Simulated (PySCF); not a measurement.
Si(OH)(NH2) (H₃NOSi), SMILES N[Si]O (connectivity only; charge and spin as stated), neutral, multiplicity 1.

The structure is a stationary point at r2SCAN-D4/def2-TZVP. One conformer was computed; it need not be the lowest.

Computed with PySCF with TDA-PBE0/def2-SVPD.

Vertical excitations. Isolated molecule, no solvent. State labels are in the subgroup Cs.

```
state  symmetry  energy (eV)  λ (nm)      f                                             main pairs
-----  --------  -----------  ------  -----  -----------------------------------------------------
S1           A"         5.61     221  0.184                                         HOMO→LUMO 96 %
S2           A'         6.18     201  0.081                                       HOMO→LUMO+1 93 %
S3           A'         6.48     191  0.111                     HOMO→LUMO+2 64 %, HOMO−1→LUMO 30 %
S4           A'         6.98     178  0.342                     HOMO−1→LUMO 59 %, HOMO→LUMO+2 31 %
S5           A"         7.11     174  0.024                                     HOMO−1→LUMO+1 97 %
S6           A"         7.46     166  0.027                                     HOMO−1→LUMO+2 96 %
S7           A'         7.49     166  0.130                                       HOMO→LUMO+3 96 %
S8           A"         7.73     160  0.001                                       HOMO−2→LUMO 98 %
S9           A'         7.86     158  0.191                                       HOMO→LUMO+4 93 %
S10          A'         8.43     147  0.047  HOMO→LUMO+5 47 %, HOMO−3→LUMO 34 %, HOMO−2→LUMO+1 7 %
T1           A"         3.14     395      0                                         HOMO→LUMO 99 %
T2           A'         5.04     246      0                                       HOMO→LUMO+2 83 %
T3           A'         5.28     235      0                                       HOMO−1→LUMO 96 %
T4           A'         5.69     218      0                                       HOMO→LUMO+1 92 %
```
Triplets are in the Tamm–Dancoff approximation.
